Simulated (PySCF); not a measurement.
**CrH₂: PBE0 against B3LYP**

Base calculation in PySCF with density fitting and no spin–orbit coupling, PBE0/def2-TZVP (no relativity): quintet, C2v, Cr–H 1.648 Å (×2); H–Cr–H 111.2°; wavenumbers 604, 1660, 1680 cm⁻¹; dipole moment 3.51 D, polar-tensor charge of Cr 0.78 e, atomisation energy (no zero-point energy) 395 kJ/mol.

What changes on going to B3LYP/def2-TZVP (no relativity)?

The point group stays the same. Changes: mean bond to Cr -0.001 Å, smallest bond angle +0.5 degrees, highest wavenumber +6 cm⁻¹, lowest wavenumber +15 cm⁻¹, dipole moment -0.15 D, polar-tensor charge of Cr -0.02 e, atomisation energy (no zero-point energy) +48 kJ/mol. The new structure has Cr–H 1.647 Å (×2); H–Cr–H 111.7°, with wavenumbers 619, 1670, 1686 cm⁻¹.

Some spin contamination: CrH₂ (⟨S²⟩ 6.11). Open d or f shells are single determinants, so the state found may not be the ground state. The structures come from searches over a few start shapes, so lower isomers are not excluded.
